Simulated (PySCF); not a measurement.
## Structure from 2D NMR

Compound of formula C$_{7}$H$_{4}$ClNO. Correlations simulated from computed shifts and the bond graph:

HSQC (one-bond C–H):
| δH | δC |
| --- | --- |
| 8.67 | 149.0 |
| 8.01 | 126.8 |
| 7.87 | 115.6 |
| 7.79 | 134.8 |

COSY cross peaks (H two or three bonds apart, from the bond graph; peaks can be absent where the dihedral angle is near 90°):
| δH | δH |
| --- | --- |
| 7.87 | 7.79 |

HMBC (two and three bonds, from the bond graph):
| δH | δC |
| --- | --- |
| 8.67 | 169.0, 130.6, 126.8 |
| 8.01 | 169.0, 149.0, 140.2, 134.8, 130.6 |
| 7.87 | 169.0, 140.2, 134.8, 130.6 |
| 7.79 | 169.0, 140.2, 126.8, 115.6 |

Carbons without hydrogens: δ 169.0, 140.2, 130.6.

All values are calculated (PySCF 2.14.0 with density-fitted response routines): σ from GIAO-PBE0/pcSseg-1, geometry from GFN2-xTB. Isolated molecule, non-relativistic Hamiltonian, one computed conformer.

Shifts are taken against calculated references (same method and geometry level): TMS for ¹H (σ = 31.72 ppm) and ¹³C (σ = 186.93 ppm).

Exchangeable hydrogens are left out of these lists.

Question: Which molecule is this?

Answer: `Clc1ccc2oncc2c1`.

Atom-mapped SMILES (the numbers label the heavy atoms): `[Cl:1][c:2]1[cH:3][cH:4][c:5]2[o:6][n:7][cH:8][c:9]2[cH:10]1`; H(Xn) means a hydrogen on atom n.

- δC 169.0 is C5, a ring-fusion aromatic carbon.
- δC 149.0 is C8, an aromatic CH next to a ring nitrogen (δH 8.67).
- δC 140.2 is C2, an aromatic carbon bearing chlorine.
- δC 134.8 is C3, an aromatic CH (δH 7.79).
- δC 130.6 is C9, a ring-fusion aromatic carbon.
- δC 126.8 is C10, an aromatic CH (δH 8.01).
- δC 115.6 is C4, an aromatic CH (δH 7.87).
- HMBC from δH 8.67 reaches the proton-free carbons C5, C9.
- HMBC from δH 8.01 reaches the proton-free carbons C5, C2, C9.
- HMBC from δH 7.87 reaches the proton-free carbons C5, C2, C9.
- HMBC from δH 7.79 reaches the proton-free carbons C5, C2.
- COSY links 7.87–7.79.

This is the structure that produced the data.

Carbons that carry Cl, above all several Cl atoms, come out too deshielded, partly because spin–orbit coupling is missing. Shifts are as computed. Against solution values, carbons near 30 ppm lie about +3 ppm off and those near 130 ppm about +5 ppm; carbons on Cl a further +6 ppm. Of 1211 compounds with measured shifts, 218 miss one by over three times the rms of a fit or turn the order of signals round; such compounds aren't used in these exercises.
